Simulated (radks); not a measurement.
Effect of the nuclear size on neutral caesium, [Xe] 6s1. Calculated with a radial shooting solver on a logarithmic mesh with Libxc functionals: Dirac Kohn-Sham, relativistic LDA (MacDonald-Vosko exchange, VWN5 correlation), spin-unpolarised, spherical densities, finite nucleus; Fermi nuclear charge, rms radius 4.8041 fm. The rms radius is varied about that value; shifts are against it.

[
 {"rms radius (fm)": "3.9105", "total energy shift (eV)": "-2.50", "density at nucleus (e/bohr^3)": "3.041e+05", "1s1/2 shift (meV)": "-1040", "2s1/2 shift (meV)": "-124", "4p1/2 shift (meV)": "0.436", "5s1/2 shift (meV)": "-0.743", "5p1/2 shift (meV)": "0.133"},
 {"rms radius (fm)": "4.4822", "total energy shift (eV)": "-0.951", "density at nucleus (e/bohr^3)": "2.965e+05", "1s1/2 shift (meV)": "-394", "2s1/2 shift (meV)": "-47.0", "4p1/2 shift (meV)": "0.165", "5s1/2 shift (meV)": "-0.282", "5p1/2 shift (meV)": "0.051"},
 {"rms radius (fm)": "4.8041", "total energy shift (eV)": "0", "density at nucleus (e/bohr^3)": "2.927e+05", "1s1/2 shift (meV)": "0.000", "2s1/2 shift (meV)": "0.000", "4p1/2 shift (meV)": "0.000", "5s1/2 shift (meV)": "0.000", "5p1/2 shift (meV)": "0.000"},
 {"rms radius (fm)": "5.0875", "total energy shift (eV)": "0.881", "density at nucleus (e/bohr^3)": "2.896e+05", "1s1/2 shift (meV)": "366", "2s1/2 shift (meV)": "43.6", "4p1/2 shift (meV)": "-0.153", "5s1/2 shift (meV)": "0.261", "5p1/2 shift (meV)": "-0.047"},
 {"rms radius (fm)": "5.9187", "total energy shift (eV)": "3.70", "density at nucleus (e/bohr^3)": "2.815e+05", "1s1/2 shift (meV)": "1530", "2s1/2 shift (meV)": "183", "4p1/2 shift (meV)": "-0.644", "5s1/2 shift (meV)": "1.10", "5p1/2 shift (meV)": "-0.197"}
]

Slopes of the eigenvalues against <r^2> in GHz/fm^2, as finite differences over the two radii next to the reference (eigenvalue slopes, not the field-shift constants of lines): 1s1/2 31700, 2s1/2 3780, 4p1/2 -13.3, 5s1/2 22.7, 5p1/2 -4.07.
